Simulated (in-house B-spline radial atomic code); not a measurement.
A fraction x of an electron is removed from 5s in Ag, starting from [Kr] 4d10 5s1 and keeping the highest spin. Level of theory: scalar-relativistic (X2C) PBEsol, spin-polarised, spherical fractional occupations, Fermi nucleus of rms radius 4.5454 fm; calculated with a radial B-spline atomic code at the basis-set limit.

| x | E(x) - E(0) (eV) | 5s up level (eV) |
| --- | --- | --- |
| 0 | 0.0000 | -4.776 |
| 0.07 | 0.3494 | -5.207 |
| 0.18 | 0.9597 | -5.892 |
| 0.33 | 1.9145 | -6.841 |
| 0.39 | 2.3365 | -7.225 |
| 0.5 | 3.1701 | -7.933 |
| 0.55 | 3.5749 | -8.258 |
| 0.64 | 4.3444 | -8.844 |
| 0.86 | 6.4493 | -10.295 |
| 0.92 | 7.0790 | -10.693 |
| 1 | 7.9556 | - |

The exact functional would give a straight line between the two integer points. Deviations E(x) - E(0) - x[E(1) - E(0)], in eV: -0.207 at x = 0.07, -0.472 at x = 0.18, -0.711 at x = 0.33, -0.766 at x = 0.39, -0.808 at x = 0.5, -0.801 at x = 0.55, -0.747 at x = 0.64, -0.393 at x = 0.86, -0.24 at x = 0.92.

The curve lies below the straight line by up to 0.808 eV (at x = 0.5): convex, the delocalisation error that favours fractional charges.

Task: How well does Slater's transition state (minus the level at half occupation) give the ionisation energy?

Result: It gives 7.933 eV against 7.956 eV from the two total energies; NIST lists 7.58 eV, ground level to ground level.
